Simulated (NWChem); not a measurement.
System: CH3ClF2Si; SMILES Cl[Si](F)(C)F

The following NWChem deck was run.

```
start job
memory heap 200 mb stack 900 mb global 1100 mb
geometry units angstroms noautoz
  C     -1.614043    -1.180201     0.000000
  Si     0.033898    -0.342303     0.000000
  F      0.907262    -0.772173    -1.301128
  F      0.907262    -0.772173     1.301128
  Cl    -0.132507     1.707564     0.000000
  H     -2.193856    -0.891216    -0.898517
  H     -2.193856    -0.891216     0.898517
  H     -1.486407    -2.281173     0.000000
end
basis spherical
  * library def2-svp
end
dft
  xc becke88 perdew86
  iterations 150
  mulliken
end
task dft energy
```

Structure relaxed at the PBE-D3(BJ)/def2-SVP level.

Q: Give the results of this calculation. (BP86/def2-SVP.) Quantities: energy (Ha); highest occupied level (eV); orbital gap (eV); dipole (D).

A: 
```
Item                           Value
---------------------------  -------
energy (Ha)                  -989.12
highest occupied level (eV)    -8.10
orbital gap (eV)                8.18
dipole (D)                      2.36
```
